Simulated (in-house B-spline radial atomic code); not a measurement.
A run on Cu that did not converge. Method: non-relativistic revTPSS, spin-polarised, spherical fractional occupations, point nucleus; computed with an all-electron radial atomic-structure program (B-spline basis).

Command:
```bash
python run_scf.py task.json out
```
Settings:
```
Z                29
configuration    [Ne] 3s2 3p5.75 3d10 4s1 4f0.25
hamiltonian      nr
method           revtpss,revtpss
spin_polarised   True
```

First and last ten iterations of the last attempt (damped for 15 steps, keeping 80 % of the old Fock matrix, then DIIS):
```
 iter        energy (Eh)    residual
    1       -1639.427495    4.34e-02
    2       -1639.429849    2.72e-03
    3       -1639.430039    1.52e-03
    4       -1639.430056    1.09e-03
    5       -1639.430062    8.16e-04
    6       -1639.430066    6.20e-04
    7       -1639.430068    4.73e-04
    8       -1639.430070    3.61e-04
    9       -1639.430072    2.76e-04
   10       -1639.430074    2.12e-04
  111       -1639.430150    4.10e-05
  112       -1639.430150    4.15e-05
  113       -1639.430149    4.37e-05
  114       -1639.430156    1.13e-05
  115       -1639.430153    1.17e-05
  116       -1639.430154    1.75e-05
  117       -1639.430154    1.05e-05
  118       -1639.430154    1.35e-05
  119       -1639.430152    2.36e-05
  120       -1639.430156    2.91e-05
 not converged after 120 iterations
```

The smallest residual met was 4.3e-06; the threshold is about 3e-07. Over the last five steps the energy moves by less than 8e-06 hartree, but the orbitals didn't meet the threshold. Run time, properties included: 4.5 s on 1 thread of Arm Neoverse V1, with other jobs on the host.
